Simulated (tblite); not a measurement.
Input of a run (GFN2-xTB geometry optimisation, gas phase (tblite 0.8.0)), started from a force field or distance geometry:
```
{"job": {"kind": "relax", "xc": "GFN2-xTB", "basis": "xTB"}, "charge": 0, "multiplicity": 1}
Si    -3.505500     0.450000    -0.379400
C     -1.945000    -0.475300    -0.014200
C     -0.813000     0.564400    -0.030800
Si     0.736000    -0.357300     0.329900
C      1.838100    -0.211800    -1.155100
Si     3.588100    -0.143700    -0.483000
H     -4.632700    -0.100500     0.394000
H     -3.296200     1.847600     0.119600
H     -3.715500     0.445200    -1.813700
H     -1.694400    -1.226100    -0.780700
H     -1.988500    -0.940600     1.015800
H     -0.850500     1.011900    -1.027600
H     -0.967400     1.283200     0.816400
H      1.407300     0.263300     1.499100
H      0.505800    -1.780900     0.648400
H      1.710100    -1.054500    -1.852700
H      1.545200     0.704900    -1.690600
H      4.037900    -1.505300    -0.073100
H      3.530000     0.785100     0.692000
H      4.505000     0.450900    -1.446500
```

Output (eV, eV/Å):
```
step      E/eV     max force
  0    -508.97752    1.516
  1    -509.11212    0.700
  2    -509.17398    0.633
  3    -509.22443    0.546
  4    -509.26254    0.373
  5    -509.28606    0.311
  6    -509.30909    0.371
  7    -509.33499    0.366
  8    -509.35776    0.322
  9    -509.37622    0.265
 10    -509.39398    0.356
 11    -509.41298    0.391
 12    -509.43460    0.334
 13    -509.45446    0.346
 14    -509.46725    0.268
 15    -509.47744    0.260
 16    -509.48806    0.293
 17    -509.49630    0.218
 18    -509.50174    0.164
 19    -509.50559    0.137
 20    -509.50914    0.175
 21    -509.51244    0.151
 22    -509.51491    0.097
 23    -509.51663    0.087
 24    -509.51819    0.084
 25    -509.51988    0.101
 26    -509.52156    0.088
 27    -509.52305    0.098
 28    -509.52439    0.113
 29    -509.52559    0.091
 30    -509.52653    0.075
 31    -509.52731    0.063
 32    -509.52812    0.076
 33    -509.52903    0.074
 34    -509.52995    0.062
 35    -509.53077    0.066
 36    -509.53158    0.068
 37    -509.53257    0.099
 38    -509.53380    0.096
 39    -509.53496    0.070
 40    -509.53594    0.077
 41    -509.53701    0.106
 42    -509.53849    0.151
 43    -509.54051    0.157
 44    -509.54288    0.124
 45    -509.54526    0.126
 46    -509.54760    0.110
 47    -509.54991    0.128
 48    -509.55202    0.089
 49    -509.55385    0.103
 50    -509.55569    0.100
 51    -509.55780    0.108
 52    -509.55998    0.110
 53    -509.56179    0.090
 54    -509.56308    0.087
 55    -509.56420    0.177
 56    -509.56600    0.156
 57    -509.57019    0.079
 58    -509.57247    0.074
 59    -509.57414    0.101
 60    -509.57526    0.100
 61    -509.57725    0.080
 62    -509.57886    0.087
 63    -509.58019    0.069
 64    -509.58090    0.055
 65    -509.58150    0.056
 66    -509.58229    0.064
 67    -509.58322    0.083
 68    -509.58390    0.070
 69    -509.58441    0.044
 70    -509.58470    0.041
 71    -509.58515    0.042
 72    -509.58568    0.059
 73    -509.58638    0.063
 74    -509.58694    0.039
 75    -509.58732    0.042
 76    -509.58763    0.042
 77    -509.58804    0.048
 78    -509.58856    0.061
 79    -509.58911    0.064
 80    -509.58959    0.049
 81    -509.59000    0.044
 82    -509.59040    0.050
 83    -509.59081    0.058
 84    -509.59116    0.054
 85    -509.59144    0.039
 86    -509.59174    0.047
 87    -509.59228    0.053
 88    -509.59326    0.103
 89    -509.59472    0.137
 90    -509.59616    0.113
 91    -509.59707    0.057
 92    -509.59757    0.052
 93    -509.59815    0.056
 94    -509.59907    0.085
 95    -509.60015    0.079
 96    -509.60102    0.062
 97    -509.60163    0.062
 98    -509.60221    0.059
 99    -509.60294    0.062
100    -509.60440    0.063
101    -509.60553    0.074
102    -509.60677    0.087
103    -509.60802    0.089
104    -509.60952    0.079
105    -509.61041    0.056
106    -509.61104    0.047
107    -509.61161    0.057
108    -509.61228    0.089
109    -509.61310    0.075
110    -509.61406    0.050
111    -509.61467    0.049
112    -509.61518    0.063
113    -509.61568    0.061
114    -509.61606    0.043
115    -509.61636    0.045
116    -509.61670    0.043
117    -509.61720    0.049
118    -509.61759    0.032
119    -509.61785    0.035
120    -509.61802    0.032
121    -509.61819    0.029
122    -509.61849    0.034
123    -509.61881    0.039
124    -509.61923    0.043
125    -509.61971    0.044
126    -509.62027    0.051
127    -509.62088    0.056
128    -509.62150    0.065
129    -509.62219    0.057
130    -509.62315    0.083
131    -509.62431    0.118
132    -509.62558    0.111
133    -509.62740    0.066
134    -509.62907    0.063
135    -509.62963    0.065
136    -509.63045    0.081
137    -509.63140    0.055
138    -509.63208    0.047
139    -509.63269    0.049
140    -509.63312    0.045
141    -509.63353    0.044
142    -509.63386    0.040
143    -509.63413    0.029
144    -509.63434    0.029
145    -509.63450    0.035
146    -509.63466    0.027
147    -509.63484    0.033
148    -509.63501    0.027
149    -509.63515    0.023
150    -509.63528    0.023
151    -509.63543    0.026
152    -509.63559    0.031
153    -509.63571    0.026
154    -509.63578    0.018
155    -509.63583    0.017
156    -509.63589    0.018
157    -509.63597    0.023
158    -509.63606    0.026
159    -509.63617    0.024
160    -509.63631    0.026
161    -509.63647    0.030
162    -509.63665    0.031
163    -509.63688    0.038
164    -509.63722    0.045
165    -509.63770    0.048
166    -509.63821    0.042
167    -509.63859    0.032
168    -509.63881    0.035
169    -509.63898    0.042
170    -509.63919    0.041
171    -509.63946    0.029
172    -509.63965    0.033
173    -509.63978    0.028
174    -509.63988    0.026
175    -509.63997    0.023
176    -509.64004    0.020
177    -509.64011    0.019
178    -509.64017    0.017
179    -509.64023    0.016
180    -509.64030    0.015
181    -509.64036    0.014
182    -509.64040    0.013
183    -509.64043    0.012
184    -509.64046    0.010
185    -509.64048    0.009
```

Q: Summarise the run.

A: The energy falls by 64.0 kJ/mol over 185 L-BFGS steps, the largest force on an atom goes from 1.52 to 0.009 eV/Å, and the atoms move by 0.752 Å rms after alignment. The bond that changes most is C3–Si4 (sp3 carbon bound to silicon to SiH2 silicon), which lengthens by 0.066 Å. Bonds longer at the end by more than 0.005 Å: 6 of 19; shorter: 12. Among the angles that change most is Si4–C5–Si6, from 105.7° to 115.0°. Among the dihedrals that turn most is H13–C3–Si4–H14, from -9° to 62°. The energy never rose by more than 1e-5 eV on the way. The first step brought 20 % of the lowering.

Q: What are the final bond lengths?

A: Si1–C2 1.901 Å, C2–C3 1.529 Å, C3–Si4 1.904 Å, Si4–C5 1.898 Å, C5–Si6 1.895 Å, Si1–H7 1.464 Å, Si1–H8 1.465 Å, Si1–H9 1.465 Å, C2–H10 1.092 Å, C2–H11 1.092 Å, C3–H12 1.092 Å, C3–H13 1.092 Å, Si4–H14 1.470 Å, Si4–H15 1.470 Å, C5–H16 1.091 Å, C5–H17 1.091 Å, Si6–H18 1.464 Å, Si6–H19 1.464 Å, Si6–H20 1.468 Å. Numbering counts from 1 in the input's order; the species is `[SiH2](CC[SiH3])C[SiH3]`.

On one thread of an Arm Neoverse V1, no GPU (shared host), this took 1.6 s of wall time.

Its GFN2-xTB frequencies are all real (lowest 32 cm⁻¹). One conformer, not necessarily the lowest.

All values are computed, not measured.
